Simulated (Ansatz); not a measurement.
Ansatz (a program for electronic structure) input (B3LYP-D3(BJ)/def2-TZVP):

Ansatz 0.2 input:
```yaml
crystal:
  periodic: [false, false, false]
  atoms:
    - {symbol: C, position_ang: [1.99605739, -0.07219375, 0.80951187]}
    - {symbol: C, position_ang: [1.14381695, 0.85467473, -0.08881774]}
    - {symbol: C, position_ang: [0.55234147, 0.17148039, -1.27850164]}
    - {symbol: C, position_ang: [-0.67717309, -0.45171448, -1.36912771]}
    - {symbol: C, position_ang: [-1.75116705, -0.61710282, -0.52224296]}
    - {symbol: C, position_ang: [-1.90494143, -0.09545774, 0.87551775]}
    - {symbol: H, position_ang: [2.42661905, 0.46577516, 1.66119708]}
    - {symbol: H, position_ang: [1.37815984, -0.88479291, 1.18662047]}
    - {symbol: H, position_ang: [2.81157679, -0.50892294, 0.23179672]}
    - {symbol: H, position_ang: [0.35748743, 1.29318404, 0.52963747]}
    - {symbol: H, position_ang: [1.80180905, 1.68044535, -0.41299190]}
    - {symbol: H, position_ang: [1.25296029, 0.01671941, -2.09943454]}
    - {symbol: H, position_ang: [-0.84095942, -0.91607953, -2.34995368]}
    - {symbol: H, position_ang: [-2.65610202, -1.05802351, -0.93781910]}
    - {symbol: H, position_ang: [-0.98366761, -0.20453266, 1.45352680]}
    - {symbol: H, position_ang: [-2.19040316, 0.97393029, 0.93116030]}
    - {symbol: H, position_ang: [-2.69051099, -0.65034686, 1.40521520]}
basis:
  gaussian:
    orbitals: def2-TZVP
hamiltonian:
  xc: b3lyp
  dispersion: d3bj
total_charge: -1
relax: {f_tol: 0.002, max_steps: 150}
```

End of the output:

```
reference -6402.99476720 eV, -235.3057175888 hartree; 24, 24 occupied and 228, 228 virtual orbitals, 1564 factors
relax step  14: F+E_penalty+E_count = -6403.61313402 eV  Δ(F+E_penalty+E_count) = -8.555e-7 eV  max|allowed force component| = 6.614e-4 eV/Å  Δτ_max = 0.0009 Å  (33 SCF iters, accepted)
integrals: 0.19 GiB planned
1564 factors; their error is unknown
0.35 GiB of the device are held for the grids
1.49 GiB of device memory are held for the factors and their scratch space
mean field: 1.50 GiB planned
mean field evaluation 128: about -6403.0283 eV, gradient 3.1e-1 eV
mean field -6402.99445298 eV, -235.3057060415 hartree, gradient 1.8e-5 eV, S^2 0.000000; 1 other end points of the search recorded, 0 dependent functions left out
the calculation of the forces begins
reference -6402.99476720 eV, -235.3057175888 hartree; 24, 24 occupied and 228, 228 virtual orbitals, 1564 factors
Total energy: -6403.61344824 eV, -235.3284536976 hartree
Atom 0 at     1.927226    -0.114289     0.794150 Å, force     0.000054     0.000060     0.000330 eV/Å
Atom 1 at     1.141814     0.879570    -0.090399 Å, force    -0.000112    -0.000445    -0.000582 eV/Å
Atom 2 at     0.527846     0.274551    -1.317732 Å, force     0.000114     0.000412     0.000661 eV/Å
Atom 3 at    -0.655589    -0.463562    -1.367489 Å, force    -0.000127    -0.000265    -0.000199 eV/Å
Atom 4 at    -1.689617    -0.714497    -0.474569 Å, force    -0.000237    -0.000329    -0.000555 eV/Å
Atom 5 at    -1.868450    -0.071158     0.869904 Å, force     0.000022     0.000498     0.000328 eV/Å
Atom 6 at     2.353958     0.367817     1.688174 Å, force     0.000005    -0.000028    -0.000075 eV/Å
Atom 7 at     1.268151    -0.921806     1.120098 Å, force     0.000067     0.000057     0.000038 eV/Å
Atom 8 at     2.743744    -0.568889     0.223701 Å, force    -0.000084     0.000007    -0.000078 eV/Å
Atom 9 at     0.382722     1.348929     0.545460 Å, force     0.000147     0.000228     0.000015 eV/Å
Atom 10 at     1.833346     1.688228    -0.372892 Å, force     0.000038    -0.000097     0.000051 eV/Å
Atom 11 at     1.187540     0.201952    -2.179669 Å, force    -0.000061     0.000081     0.000023 eV/Å
Atom 12 at    -0.805669    -0.953316    -2.334158 Å, force     0.000120     0.000115     0.000014 eV/Å
Atom 13 at    -2.539847    -1.278239    -0.846131 Å, force     0.000008    -0.000005     0.000190 eV/Å
Atom 14 at    -0.992012    -0.170686     1.530538 Å, force    -0.000184    -0.000000    -0.000168 eV/Å
Atom 15 at    -2.076714     1.015718     0.830756 Å, force     0.000000    -0.000277     0.000017 eV/Å
Atom 16 at    -2.712547    -0.523283     1.405553 Å, force     0.000229    -0.000011    -0.000011 eV/Å
Dipole moment:     0.280764     0.100439     0.379824 e Å
```

It need not be the lowest isomer of its formula. Whether it binds its extra electron was not tested at this geometry.
